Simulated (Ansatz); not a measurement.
Species: sum formula H5SiN2O2, charge 0, multiplicity 2. It need not be the lowest isomer of its formula. 
Geometry from a B3LYP-D3(BJ)/def2-TZVP (Ansatz, a program for electronic structure) optimisation:
SMILES: O[Si](N)(O)[NH]
```xyz
10

N     -0.8426     0.3861     1.4885
Si    -0.0151    -0.0103     0.0120
N      1.6054    -0.1575     0.4894
O     -0.3990    -1.3878    -0.7948
O     -0.3993     1.1896    -1.0538
H     -1.6816    -0.1501     1.7093
H      2.2540    -0.7818     0.0418
H      1.9556     0.2468     1.3403
H     -0.9683    -1.2813    -1.5615
H     -0.3014     2.0970    -0.7544
```
Charge 0, spin multiplicity 2.

Basis-set convergence of Hartree-Fock and CCSD(T) correlation energies (hartree) with Ansatz. Correlated levels leave the core frozen unless marked. Open shells are spin-unrestricted. No spin-orbit coupling. Non-relativistic.

```
basis        functions       E(HF)  E(corr, CCSD(T))
-----------  ---------  ----------  ----------------
cc-pV(D+d)Z        104  -550.60675          -0.82363
cc-pV(T+d)Z        229  -550.72963          -1.04528
cc-pV(Q+d)Z        434  -550.75607          -1.11878
```

Extrapolating the two largest sets (X = 3 and 4) as X^-3: E(corr) = (64·(-1.11878) - 27·(-1.04528))/37 = -1.1724 Eh, an estimate of the basis-set limit. The largest set recovers 95.4 % of it, the smallest 70.3 %.
